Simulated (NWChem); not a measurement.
System: HSeF; SMILES F[SeH]

Computed with NWChem. Pople sets run with spherical d functions. This build's default masses of Se (78.918 u) and Br (79.917 u) are each other's, which moves their modes by up to 0.6 %. Each level has its own optimisation; frequencies are unscaled.

```json
[
 {"level": "PBE0/def2-TZVP", "r H–Se (Å)": "1.475", "r F–Se (Å)": "1.753", "highest harmonic frequency (cm⁻¹)": "2411", "lowest (cm⁻¹)": "680", "zero-point energy (kcal/mol)": "5.6", "dipole (D)": "1.82"},
 {"level": "Hartree-Fock/6-31G*", "r H–Se (Å)": "1.460", "r F–Se (Å)": "1.740", "highest harmonic frequency (cm⁻¹)": "2604", "lowest (cm⁻¹)": "752", "zero-point energy (kcal/mol)": "6.2", "dipole (D)": "2.20"},
 {"level": "Hartree-Fock/STO-3G", "r H–Se (Å)": "…", "r F–Se (Å)": "1.777", "highest harmonic frequency (cm⁻¹)": "…", "lowest (cm⁻¹)": "…", "zero-point energy (kcal/mol)": "…", "dipole (D)": "…"},
 {"level": "Hartree-Fock/3-21G", "r H–Se (Å)": "1.471", "r F–Se (Å)": "1.752", "highest harmonic frequency (cm⁻¹)": "2328", "lowest (cm⁻¹)": "742", "zero-point energy (kcal/mol)": "5.7", "dipole (D)": "2.39"},
 {"level": "B3LYP/6-31G*", "r H–Se (Å)": "1.489", "r F–Se (Å)": "1.780", "highest harmonic frequency (cm⁻¹)": "2369", "lowest (cm⁻¹)": "670", "zero-point energy (kcal/mol)": "5.5", "dipole (D)": "1.90"}
]
```

Task: Some entries are withheld; supply them.

Result: 
- Hartree-Fock/STO-3G, r H–Se (Å): 1.448
- Hartree-Fock/STO-3G, highest harmonic frequency (cm⁻¹): 2871
- Hartree-Fock/STO-3G, lowest (cm⁻¹): 822
- Hartree-Fock/STO-3G, zero-point energy (kcal/mol): 6.8
- Hartree-Fock/STO-3G, dipole (D): 1.11
